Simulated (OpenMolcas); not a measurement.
**Rh2+: moving or changing the point charges**

Rh2+ among 4 point charges of -1.5 e arranged as a tetrahedron (Td), 1.8 Å from the ion.
```
   1.0392    1.0392    1.0392  -1.50
   1.0392   -1.0392   -1.0392  -1.50
  -1.0392    1.0392   -1.0392  -1.50
  -1.0392   -1.0392    1.0392  -1.50
```

```json
{
 "Program": "OpenMolcas 26.06",
 "Method": "CASSCF",
 "Basis": "ANO-RCC-VTZP [7s6p4d2f1g]",
 "Scalar Hamiltonian": "DKH2, point nucleus",
 "Active space": "7 electrons in 5 orbitals (4d)",
 "State averaging": "2S+1 = 4 even, 10 roots; 2S+1 = 2 even, 40 roots",
 "Spin-orbit coupling": "state interaction with AMFI integrals over the reference wave functions"
}
```

Runs around this geometry, states (labels of Td). Energies in cm-1 above the lowest state or level, χT in cm3 K/mol.

```tsv
R (Å)	q (e)	Ground state	First state of that spin	First gap with spin-orbit (degeneracies)	χT at 300 K	First state of another spin
1.8	-1.2	4A2	4T2 3396	2888 (4, 4)	3.562	2E 16279
1.71	-1.5	4A2	4T2 4159	3639 (4, 4)	3.302	2T1 15869
1.8	-1.5	4A2	4T2 3694	3178 (4, 4)	3.453	2T1 16224
1.98	-1.5	4A2	4T2 2739	2259 (4, 4)	3.810	2E 16136
```

Taking the first state of the same spin as R^-n, n = -ln(2739 / 4159) / ln(1.98 / 1.71) = 2.8 between the shortest and longest distance.

Scaling the charges by -1.2 / -1.5 = 0.80 scales the first state of the same spin by 3396 / 3694 = 0.92; with fixed orbitals a first-order splitting would follow the charge.

Without dynamic correlation the repulsion within the d shell is too large (B by tens of per cent), so at a given field states of lower spin stand too high. The ground term spreads over less than 5000 cm-1, several times less than with real ligands, so orbital moments are less quenched and χT lies further from the spin-only value than at real sites (holds for R = 1.98, q = -1.5). This is an electrostatic model: the charges have no orbitals. No measured value stands beside these numbers.
